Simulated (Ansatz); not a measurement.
Frontier orbitals of C2H2BFO (`FB1C=CO1`).

```xyz
7

F    -0.122   -2.187   -0.724
B    -0.122   -0.968   -0.264
C     0.653    0.372   -0.394
C    -0.274    0.724    0.496
O    -1.040   -0.455    0.679
H     1.463    0.907   -0.855
H    -0.559    1.606    1.061
```

Total charge 0; spin multiplicity 1. All single points use the PBE0-D4/def2-TZVP geometry. Basis def2-TZVPP, the Gaussian-basis code of Ansatz.

```csv
functional,HOMO (eV),LUMO (eV),gap (eV)
PBE,-6.03,-2.37,3.66
r2SCAN,-6.26,-2.10,4.16
PBE0,-7.32,-1.32,6.00
BHLYP,-8.47,-0.20,8.27
LC-ωPBE,-10.08,1.06,11.14
ωB97X-V,-9.68,1.00,10.68
ωB97M-V,-9.60,0.86,10.46
```

From PBE to PBE0 the HOMO moves by −1.29 eV and the LUMO by +1.05 eV, and with ωB97M-V by −3.57 and +3.23 eV, so the gap grows from 3.66 to 10.46 eV with exact exchange. A positive LUMO is unbound and depends on the basis.

LC-ωPBE has ω = 0.4 bohr⁻¹.
